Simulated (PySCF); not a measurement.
**Adding and removing an electron: MgBr**

UHF; basis Mg aug-pcseg-1, Br aug-pcseg-1; no relativity; PySCF 2.14. Neutral (UHF): doublet (σ ↑), Re = 2.421 Å, ωe = 352 cm⁻¹, De = 2.52 eV, HOMO -7.97 eV, LUMO -0.35 eV.

MgBr⁻ (RHF): singlet (closed shell), Re = 2.697 Å, ωe = 195 cm⁻¹. The energies at the minima are -2771.74564 hartree for MgBr and -2771.77587 for MgBr⁻.

Task: Work out the adiabatic electron affinity, without and with harmonic zero-point energies (1 hartree = 27.2114 eV, 1 eV = 8065.5 cm⁻¹), and the change of the bond length.

Result: At HF: 0.03023 hartree = 0.823 eV between the minima; the zero-point term (352.0 − 195.0)/2 cm⁻¹ = +0.010 eV makes it 0.832 eV. Re changes by +27.6 pm against the neutral. The electron enters a σ orbital, and the ion is left as a loose complex of an ion and an atom.

Hartree–Fock leaves out correlation, which carries a large part of most bond energies and some tenths to 1 eV of ionisation energies. States were picked by a PBE0 search and need not be the measured ground states.

Neutral and ion stand on different kinds of reference determinant, which adds to the error of the difference.
